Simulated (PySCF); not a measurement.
F3Re, neutral, multiplicity 5. Atoms are numbered in the order given.

```xyz
4

Re     0.0000     0.0000    -0.0792
F      0.0000     1.2780     1.3146
F      0.0000     0.0000    -1.9692
F      0.0000    -1.2780     1.3146
```
Charge 0, spin multiplicity 5.

The structure is a stationary point at B3LYP-D3(BJ)/def2-TZVP. The multiplicity is an assumed one; other spin states were not compared. The def2 effective core potentials stand for the cores of Re; spin–orbit coupling is left out.

Calculation: PBE/def2-TZVPD (PySCF).

Computed frontier levels, dipole moment and polarisability:
- α spin, highest occupied and lowest empty level: -5.74 and -3.76 eV
- β spin, highest occupied and lowest empty level: -9.34 and -4.97 eV
- dipole moment: 1.28 D
- quadrupole, principal values (traceless, Buckingham form, about the centre of nuclear charge): -7.81, 0.14, 7.68 D·Å
- mean static polarisability: 42.6 bohr³ (6.31 Å³)
- polarisability, principal values: 35.5, 43.3, 49.0 bohr³
- ⟨S²⟩: 6.009 (pure state 6.00)
